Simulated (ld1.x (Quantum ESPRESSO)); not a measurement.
What one change does to a pseudopotential (arsenic, TM)

ld1.x (Quantum ESPRESSO) 7.5 input, shortened:

```
&input
   title='As', zed=33., rel=1, dft='PBE', iswitch=3,
   config='[Ar] 3d10 4s2 4p3 4d-2'
 /
 &inputp
   pseudotype=2, tm=.true., lloc=0,
   nlcc=.true., rcore=0.70
 /
3
4P  2  1   3.00   0.00  1.50  1.50  0.0
4D  3  2  -2.00   0.40  1.40  1.40  0.0
4S  1  0   2.00   0.00  1.35  1.35  0.0
 &test
   configts(1)='4s2 4p3'
 /
```

All-electron outer shells of the reference configuration (PBE, scalar-relativistic, ld1.x):

```json
{"shell": "3p", "level (eV)": "-133.68", "outermost node (bohr)": "0.22", "outermost maximum (bohr)": "0.52"}
{"shell": "3d", "level (eV)": "-40.65", "outermost node (bohr)": "–", "outermost maximum (bohr)": "0.47"}
{"shell": "4s", "level (eV)": "-14.49", "outermost node (bohr)": "0.73", "outermost maximum (bohr)": "1.61"}
{"shell": "4p", "level (eV)": "-5.19", "outermost node (bohr)": "0.78", "outermost maximum (bohr)": "2.00"}
```

Change: all radii but the core radius scaled by about 1.36 (s 1.84, p 2.04, d 1.90 bohr).

Cutoffs: the cutoffs (Ry, on a coarse ladder) from which the occupation-weighted sum of valence levels, in a spherical-Bessel basis at the reference potential, stays within 10 and 1 mRy of its value at 400 Ry; they do not see the model core or the augmentation charge, which bear on the density cutoff. Errors are all-electron minus pseudo energies relative to the spin-unpolarised reference configuration.

Q: What does the change do?

A: The potential gets softer (40 Ry and 90 Ry → 30 Ry and 45 Ry); the bound ghosts move from d, p to d; of the 7 tests that both files solve, the error grows in 1 and shrinks in 0 by more than 15 % and 0.3 meV (median size 9.5 → 12.1 meV). A larger radius leaves more room for a smooth pseudo-wave, so fewer plane waves are needed.

| quantity | base | changed |
| --- | --- | --- |
| cutoff, loose | 40 Ry | 30 Ry |
| cutoff, tight | 90 Ry | 45 Ry |
| loose cutoff by channel (10 mRy a level) | p 6 Ry, s 35 Ry | p 12 Ry, s 15 Ry |
| bound ghosts | p, d | d |
| error for 4s2 4p2, meV [ΔE 9.15 eV] | -4.1 | -4.2 |
| error for 4s2 4p1, meV [ΔE 27.07 eV] | -26 | -25 |
| error for 4s2 4p0, meV [ΔE 54.77 eV] | -91 | -86 |
| error for 4s2 4p3.3, meV [ΔE -1.23 eV] | +0.1 | +0.1 |
| error for 4s2 4p2.5, meV [ΔE 3.56 eV] | -1.0 | -1.0 |
| error for 4s1 4p0, meV [ΔE 105.42 eV] | -355 | -349 |
| error for 4s1 4p4, meV [ΔE 9.42 eV] | -9.5 | -12 |

 A true bound ghost makes a file unfit for plane-wave use even where its test errors are small: the radial tests pick states by their node count and pass the ghost by.
